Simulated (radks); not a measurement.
Species: Er I. Configuration: [Kr] 4d10 4f12 5s2 5p5.5 6s2 5d0.5 (fractional occupations, a model configuration). All-electron calculation, Dirac Kohn-Sham, Wu-Cohen GGA, spin-unpolarised, spherical densities, point nucleus; open shells are shared between the two j in proportion to 2j + 1. Program: a radial shooting solver on a logarithmic mesh with Libxc functionals. Some entries of the table are withheld. Estimate them.

orbital,occ.,eigenvalue (eV),<r^2> (bohr^2),r(max) (bohr)
1s1/2,2,-57305.46,0.0005679,0.01286
2s1/2,2,-9622.844,0.008775,0.07341
2p1/2,2,-9166.204,(1),0.05512
2p3/2,4,-8249.155,(2),0.06134
3s1/2,2,-2157.096,0.05795,0.2074
3p1/2,2,-1956.663,0.05363,0.1950
3p3/2,4,-1764.076,0.06047,0.2080
3d3/2,4,-1421.043,0.04764,0.1642
3d5/2,6,-1378.954,0.04953,0.1678
4s1/2,2,(3),0.2918,0.4743
4p1/2,2,-346.6159,0.3048,0.4765
4p3/2,4,-303.2517,0.3429,0.5042
4d3/2,4,-171.4355,0.3876,0.5069
4d5/2,6,-163.5599,0.4027,0.5159
5s1/2,2,-53.4597,1.761,1.112
5p1/2,1.83333,-31.7691,2.266,1.213
5p3/2,3.66667,-26.3173,2.643,1.300
4f5/2,5.14286,-5.4711,0.9028,0.5065
4f7/2,6.85714,-4.3818,0.9620,0.5119
6s1/2,2,-4.2134,16.97,3.277
5d3/2,0.2,-1.7043,11.89,1.950
5d5/2,0.3,-1.4612,13.28,2.028
6p1/2,0,-1.4343,32.50,(4)
6p3/2,0,-1.1578,38.36,(5)

Answer. 
(1) 2p1/2 <r^2> (bohr^2): 0.006329
(2) 2p3/2 <r^2> (bohr^2): 0.007548
(3) 4s1/2 eigenvalue (eV): -426.6960
(4) 6p1/2 r(max) (bohr): 4.272
(5) 6p3/2 r(max) (bohr): 4.568
